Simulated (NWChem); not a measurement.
# Lowest excitation of H6Ga2

SMILES: [GaH3].[GaH3]
```xyz
8

Ga     1.3076     0.0000     0.0000
Ga    -1.3076     0.0000     0.0000
H      0.0000     1.1871     0.0098
H      1.9664     0.0000     1.4190
H      1.9454     0.0000    -1.4287
H      0.0000    -1.1871     0.0098
H     -1.9664     0.0000     1.4190
H     -1.9454     0.0000    -1.4287
```
Charge 0, spin multiplicity 1.

Program: NWChem. The geometry was optimised at PBE/def2-SVP, a minimum by its harmonic frequencies.

Basis set: def2-SVP.

The Hamiltonian is non-relativistic. The correlated methods keep 18 core orbitals frozen. B3LYP has NWChem's definition, with VWN1-RPA local correlation. The structure started from a generated list of species. No row is a measurement; the coupled-cluster row has its own basis-set and correlation limits.

Problem. For the lowest vertical singlet excitation energy, TDA-BHandHLYP gives 6.80 eV and CIS gives 7.84 eV. What do TD-B3LYP, EOM-CCSD, TD-PBE give?

Solution. TD-B3LYP: 6.09 eV; EOM-CCSD: 6.87 eV; TD-PBE: 5.56 eV.
